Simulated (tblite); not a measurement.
Record of a relaxation.

C5H6ClF2O (doublet state).
Atom-mapped SMILES: `[F:1][C@@H:2]1[O:3][CH:4][CH2:5][CH2:6][C@:7]1([F:8])[Cl:9]` (hydrogens: H10 on C2; H11 on C4; H12, H13 on C5; H14, H15 on C6)

Computed with GFN2-xTB (tblite), gas phase: L-BFGS steps from a force-field or distance-geometry start until the largest atomic force falls under 0.01 eV/Å. 8 of its 38 geometries are shown.

Step 0: E = -864.8976 eV, largest atomic force 1.820 eV/Å
```
atom  x, y, z in Å  |  force x, y, z in eV/Å
F1     -1.689    0.651   -1.334   -0.087  -0.180  -0.280
C2     -1.483    0.398   -0.022    0.569   1.014   1.054
O3     -0.739    1.512    0.514   -1.100  -1.369  -0.479
C4      0.574    1.563    0.130    0.322  -0.214   0.087
C5      1.394    0.309    0.160    0.014   0.679  -0.247
C6      0.642   -0.875   -0.440    0.447   0.011  -0.356
C7     -0.751   -0.943    0.152    0.523  -0.145  -0.081
F8     -0.635   -1.231    1.491   -0.300   0.188  -0.194
Cl9    -1.665   -2.284   -0.605   -0.115   0.210   0.100
H10    -2.453    0.375    0.498    0.092   0.152  -0.086
H11     1.003    2.514    0.393    0.037  -0.046  -0.049
H12     1.677    0.090    1.190    0.007  -0.153   0.284
H13     2.316    0.479   -0.397    0.024   0.001  -0.001
H14     0.601   -0.767   -1.531   -0.244   0.009   0.215
H15     1.204   -1.784   -0.220   -0.189  -0.157   0.033
```

Step 5: E = -865.0124 eV, largest atomic force 0.125 eV/Å
```
atom  x, y, z in Å  |  force x, y, z in eV/Å
F1     -1.698    0.622   -1.342   -0.009  -0.098  -0.047
C2     -1.464    0.405    0.000   -0.017   0.109  -0.053
O3     -0.764    1.473    0.502   -0.005  -0.017  -0.026
C4      0.569    1.551    0.146    0.074  -0.031   0.000
C5      1.409    0.328    0.157    0.018  -0.074  -0.019
C6      0.671   -0.871   -0.448   -0.075  -0.054  -0.008
C7     -0.723   -0.938    0.144   -0.053  -0.007   0.079
F8     -0.656   -1.216    1.483    0.040   0.035   0.068
Cl9    -1.676   -2.251   -0.596   -0.048   0.052  -0.047
H10    -2.443    0.389    0.495    0.009  -0.056   0.020
H11     0.992    2.507    0.390   -0.053   0.049   0.015
H12     1.675    0.080    1.197    0.062  -0.035   0.004
H13     2.332    0.493   -0.398    0.037   0.104   0.058
H14     0.576   -0.764   -1.530    0.004   0.017   0.015
H15     1.194   -1.801   -0.221    0.017   0.004  -0.060
```

Step 11: E = -865.0212 eV, largest atomic force 0.063 eV/Å
```
atom  x, y, z in Å  |  force x, y, z in eV/Å
F1     -1.701    0.592   -1.352   -0.009  -0.031   0.020
C2     -1.463    0.405   -0.004   -0.019   0.015  -0.058
O3     -0.765    1.476    0.482   -0.041   0.031  -0.003
C4      0.577    1.545    0.155   -0.013   0.002   0.016
C5      1.416    0.323    0.162    0.005  -0.020   0.013
C6      0.669   -0.872   -0.448    0.005  -0.006  -0.014
C7     -0.723   -0.935    0.155    0.025  -0.002   0.001
F8     -0.652   -1.202    1.496    0.002  -0.025  -0.024
Cl9    -1.694   -2.230   -0.600    0.014   0.004   0.052
H10    -2.441    0.382    0.496    0.014   0.010  -0.012
H11     0.979    2.511    0.393    0.029   0.005   0.009
H12     1.694    0.062    1.195    0.001  -0.012   0.029
H13     2.340    0.515   -0.383    0.000  -0.023  -0.022
H14     0.567   -0.757   -1.527   -0.015   0.040  -0.002
H15     1.193   -1.806   -0.240    0.003   0.011  -0.005
```

Step 16: E = -865.0231 eV, largest atomic force 0.050 eV/Å
```
atom  x, y, z in Å  |  force x, y, z in eV/Å
F1     -1.705    0.575   -1.359   -0.002  -0.002  -0.011
C2     -1.464    0.406   -0.010    0.008  -0.020   0.016
O3     -0.772    1.486    0.466    0.037  -0.029  -0.016
C4      0.577    1.545    0.164    0.023  -0.009   0.010
C5      1.416    0.320    0.169   -0.004   0.008  -0.005
C6      0.669   -0.870   -0.449   -0.004   0.017   0.003
C7     -0.720   -0.933    0.157   -0.010  -0.007  -0.001
F8     -0.646   -1.205    1.496    0.011   0.033   0.015
Cl9    -1.697   -2.228   -0.585   -0.001  -0.030   0.000
H10    -2.440    0.382    0.491   -0.010   0.017  -0.005
H11     0.984    2.511    0.397   -0.004  -0.014   0.014
H12     1.701    0.052    1.201   -0.030   0.012  -0.018
H13     2.338    0.512   -0.382   -0.007  -0.002   0.012
H14     0.561   -0.741   -1.527    0.001   0.017   0.003
H15     1.194   -1.805   -0.252   -0.008   0.008  -0.017
```

Step 21: E = -865.0244 eV, largest atomic force 0.054 eV/Å
```
atom  x, y, z in Å  |  force x, y, z in eV/Å
F1     -1.709    0.561   -1.365    0.010   0.004  -0.010
C2     -1.464    0.402   -0.015   -0.005   0.020  -0.005
O3     -0.769    1.485    0.452   -0.025   0.015   0.023
C4      0.583    1.543    0.171   -0.025   0.014  -0.046
C5      1.416    0.318    0.172    0.003  -0.002   0.000
C6      0.666   -0.865   -0.452   -0.001  -0.013  -0.014
C7     -0.721   -0.935    0.160   -0.001   0.011   0.003
F8     -0.638   -1.194    1.501   -0.003   0.009   0.002
Cl9    -1.697   -2.238   -0.571    0.022  -0.008   0.020
H10    -2.441    0.389    0.486    0.005  -0.004   0.003
H11     0.989    2.508    0.408   -0.006   0.002   0.022
H12     1.695    0.048    1.203    0.010  -0.017   0.020
H13     2.338    0.508   -0.378    0.029  -0.006   0.013
H14     0.556   -0.721   -1.527   -0.017  -0.007  -0.017
H15     1.193   -1.800   -0.267    0.004  -0.019  -0.017
```

Step 26: E = -865.0257 eV, largest atomic force 0.035 eV/Å
```
atom  x, y, z in Å  |  force x, y, z in eV/Å
F1     -1.708    0.551   -1.372    0.007   0.022   0.019
C2     -1.465    0.402   -0.020    0.004  -0.006  -0.008
O3     -0.770    1.486    0.444    0.009   0.002  -0.024
C4      0.583    1.544    0.163    0.012  -0.015   0.026
C5      1.416    0.316    0.174   -0.006  -0.009  -0.011
C6      0.663   -0.862   -0.459    0.004   0.003   0.000
C7     -0.720   -0.933    0.163    0.017   0.003   0.001
F8     -0.630   -1.177    1.506    0.007   0.002  -0.004
Cl9    -1.688   -2.253   -0.548    0.004   0.018   0.017
H10    -2.442    0.395    0.481    0.000  -0.020  -0.011
H11     0.989    2.502    0.428   -0.009  -0.008   0.002
H12     1.688    0.041    1.207   -0.024   0.014  -0.022
H13     2.346    0.502   -0.366   -0.011   0.002   0.011
H14     0.544   -0.704   -1.532   -0.007  -0.016   0.009
H15     1.190   -1.801   -0.290   -0.007   0.009  -0.007
```

Step 32: E = -865.0262 eV, largest atomic force 0.016 eV/Å
```
atom  x, y, z in Å  |  force x, y, z in eV/Å
F1     -1.707    0.551   -1.375    0.003  -0.007  -0.014
C2     -1.464    0.402   -0.023    0.001   0.005   0.005
O3     -0.771    1.488    0.437    0.009  -0.002   0.012
C4      0.584    1.542    0.165    0.002   0.004  -0.002
C5      1.416    0.314    0.173   -0.007   0.008   0.003
C6      0.663   -0.861   -0.463    0.006   0.003  -0.001
C7     -0.717   -0.932    0.164   -0.001   0.006  -0.005
F8     -0.624   -1.169    1.509    0.008   0.006  -0.003
Cl9    -1.686   -2.254   -0.536   -0.013  -0.004   0.002
H10    -2.442    0.391    0.476   -0.006  -0.004   0.002
H11     0.989    2.499    0.438    0.002  -0.002   0.002
H12     1.680    0.038    1.208   -0.001  -0.006  -0.006
H13     2.349    0.500   -0.361   -0.013   0.001   0.004
H14     0.537   -0.702   -1.535    0.003  -0.004  -0.004
H15     1.190   -1.801   -0.300    0.006  -0.003   0.004
```

Step 37: E = -865.0263 eV, largest atomic force 0.009 eV/Å
```
atom  x, y, z in Å  |  force x, y, z in eV/Å
F1     -1.705    0.551   -1.376    0.005   0.002   0.003
C2     -1.464    0.402   -0.024    0.000  -0.001   0.001
O3     -0.771    1.488    0.439   -0.007   0.001  -0.001
C4      0.584    1.543    0.166   -0.005  -0.003   0.001
C5      1.414    0.314    0.173    0.001  -0.003  -0.003
C6      0.663   -0.861   -0.465   -0.005  -0.002  -0.003
C7     -0.716   -0.931    0.163   -0.004  -0.003   0.002
F8     -0.620   -1.165    1.509    0.000  -0.003   0.002
Cl9    -1.689   -2.254   -0.532    0.000   0.003   0.006
H10    -2.442    0.389    0.475    0.002   0.006  -0.003
H11     0.990    2.499    0.441   -0.004  -0.003   0.001
H12     1.676    0.036    1.207    0.003  -0.001   0.001
H13     2.347    0.501   -0.360    0.006   0.003  -0.003
H14     0.537   -0.703   -1.537    0.008   0.001  -0.004
H15     1.191   -1.801   -0.301    0.000   0.003   0.001
```

**Question.** Summarise the path.

**Answer.** The energy falls by 2.97 kcal/mol from step 0 to step 37; nine tenths of that is first reached at step 6. It falls at every step. The largest force goes from 1.820 to 0.009 eV/Å. Among the bonds C2–O3 changes most, from 1.443 to 1.368 Å; the atoms move by 0.064 Å rms after alignment.

The cost below is that of the whole relaxation. Hardware: one thread, Arm Neoverse V1 (aarch64), shared host. Cost: 0.26 s wall.
